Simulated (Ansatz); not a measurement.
A nudged elastic band was laid between two geometries of CH6Sn + H3N (12 atoms, charge 0, multiplicity 1).

These are results of Ansatz 0.2.0, RKS B3LYP-D4/def2-SVP, not measurements.

```json
{"movable images": "5", "climbing image": "yes", "spring": "5.0 eV/Å²", "optimiser": "quadratic models (default)", "start path": "through a guess of the saddle point", "force threshold": "0.05 eV/Å", "iteration limit": "60", "end points": "relaxed"}
```

Initial state:

```xyz
12
Properties=species:S:1:pos:R:3
Sn -0.169 -0.223 0.143
C -0.239 -0.225 2.316
H -0.928 -1.008 2.663
H 0.762 -0.426 2.725
H -0.593 0.748 2.684
H 1.450 -0.381 -0.419
H -0.838 1.233 -0.485
H -1.085 -1.550 -0.468
N 1.851 2.611 1.279
H 2.393 1.915 0.766
H 1.085 2.896 0.669
H 1.434 2.133 2.077
```

Final state:

```xyz
12
Properties=species:S:1:pos:R:3
Sn 0.499 0.511 -0.940
C -0.037 0.138 3.350
H -1.115 -0.012 3.191
H 0.461 -0.841 3.401
H 0.123 0.681 4.292
H 1.825 -0.121 -1.828
H -0.632 1.319 -1.948
H -0.293 -0.762 -0.079
N 1.299 1.982 0.265
H 2.012 1.640 0.909
H 0.603 2.475 0.824
H 0.378 0.716 2.513
```

(1) Which bonds break or form, and what moves?

(2) What energy profile does the band end with?

(3) What is the geometry of the highest image?

Results:

(1) Bonds broken: Sn1–C2, N9–H12. Bonds formed: Sn1–N9, C2–H12. CH6Sn + H3N becomes CH4 + H5NSn.

(2) The forces met the threshold. The highest image is number 3 of 0 to 6, 43.8 kcal/mol above the first end and 46.6 kcal/mol above the last; the last end lies 2.8 kcal/mol below the first. Neighbouring images differ by up to 2.0 eV, so the band resolves the path poorly. A vibrational analysis at the climbing image gives one clearly imaginary mode, 1325i cm⁻¹: a first-order saddle point. The orbitals stay closed-shell, which can raise the energy where a bond breaks towards radicals; this wasn't checked here.

```tsv
image	path coordinate (Å)	energy (kcal/mol)	Sn1–C2 (Å)	N9–H12 (Å)	Sn1–N9 (Å)
0	0.00	0.0	2.17	1.02	3.66
1	1.62	0.6	2.17	1.02	3.85
2	3.25	8.6	2.22	1.02	2.79
3	4.88	43.8	2.73	1.20	2.24
4	6.49	-2.2	3.65	2.29	2.07
5	8.11	-2.6	4.12	2.77	2.06
6	9.72	-2.8	4.34	2.74	2.06
```

(3) 
```xyz
12
Properties=species:S:1:pos:R:3
Sn 0.219 0.250 -0.141
C -0.207 0.245 2.552
H -1.154 -0.248 2.270
H 0.407 -0.513 3.073
H -0.484 1.021 3.291
H 1.017 0.571 -1.664
H -1.376 0.857 -0.304
H 0.445 -1.426 0.144
N 1.512 1.667 1.007
H 2.514 1.454 1.045
H 1.403 2.669 0.816
H 0.826 1.177 1.862
```

Run time: 8.6 min on 2 threads of Arm Neoverse V1, on a shared host, peak memory 0.23 GiB.
